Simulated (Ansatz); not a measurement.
A run for Ansatz (a first-principles code): R-CCSD(T)/def2-QZVPP on FHSeTe (SMILES F[Te][SeH]), a point of a torsion scan. Elements past Kr take the def2 small-core potentials; no spin–orbit coupling. Files ending in .json are basis or fitting sets from the Basis Set Exchange. The run froze 24 orbitals, filled d shells among them.

Ansatz 0.2 input:
```yaml
crystal:
  periodic: [false, false, false]
  atoms:
    - {symbol: F, position_ang: [1.80744305, -0.65028952, 0.19172845]}
    - {symbol: Te, position_ang: [1.02509317, 1.09011602, -0.33450897]}
    - {symbol: Se, position_ang: [-1.28970898, 0.41990396, 0.39406806]}
    - {symbol: H, position_ang: [-1.81258992, 1.70667182, -0.00617269]}
basis:
  gaussian:
    orbitals: def2-QZVPP.json
magnetization: {spin_polarized: false}
correlation: {method: ccsd_t, electrons: outside_noble_gas}
scf: {lower_state_search: off}
```

It printed:

```
WARN ansatz: RAYON_NUM_THREADS=1 ignored (pool sized by the plan → 1); use --threads N
Functional definition: HF
these checks for a lower state are left out or cut short: stability, starts, cluster_reference, orbital_swaps, neighbouring_geometries, increment
integrals: 1.70 GiB planned
1649 factors; integrals over basis functions are off by at most 1.2e-3 eV
mean field: 1.02 GiB planned
mean field evaluation 1: about -75290.7548 eV, gradient 3.1e1 eV
mean field evaluation 2: about -75290.8679 eV, gradient 3.1e1 eV
mean field evaluation 4: about -75292.8966 eV, gradient 2.5e0 eV
mean field evaluation 8: about -75292.9338 eV, gradient 3.4e-1 eV
mean field evaluation 16: about -75292.9345 eV, gradient 2.1e-6 eV
mean field -75292.93454173 eV, -2766.9643090244 hartree, gradient 2.1e-6 eV, S^2 0.000000; 0 other end points of the search recorded, 0 dependent functions left out
24 core orbitals not correlated
reference -75292.93454173 eV, -2766.9643090244 hartree; 10, 10 occupied and 224, 224 virtual orbitals, 1649 factors
second order -16.14122091 eV of doubles, -0.00000000 eV of singles
coupled cluster: 1.85 GiB planned
cycle   1  -16.20811621 eV  change   -6.7e-2 eV  update   1.1e-1
cycle   2  -16.59427883 eV  change   -3.9e-1 eV  update   4.0e-2
cycle   3  -16.71884784 eV  change   -1.2e-1 eV  update   2.0e-2
cycle   4  -16.70835103 eV  change    1.0e-2 eV  update   5.2e-3
cycle   5  -16.70471034 eV  change    3.6e-3 eV  update   2.4e-3
cycle   6  -16.70572830 eV  change   -1.0e-3 eV  update   8.5e-4
cycle   7  -16.70567103 eV  change    5.7e-5 eV  update   3.3e-4
cycle   8  -16.70549597 eV  change    1.8e-4 eV  update   1.0e-4
cycle   9  -16.70553931 eV  change   -4.3e-5 eV  update   4.2e-5
cycle  10  -16.70556437 eV  change   -2.5e-5 eV  update   1.6e-5
cycle  11  -16.70554444 eV  change    2.0e-5 eV  update   8.0e-6
perturbative correction -0.73041025 eV, -0.0268420816 hartree
Total energy: -75310.37049642 eV, -2767.6050685408 hartree
Checks for a lower state left out: stability, starts, cluster_reference, orbital_swaps, neighbouring_geometries, increment
```

The calculation finished and met its thresholds.

Cost: about 3 core-minutes (a rough figure).
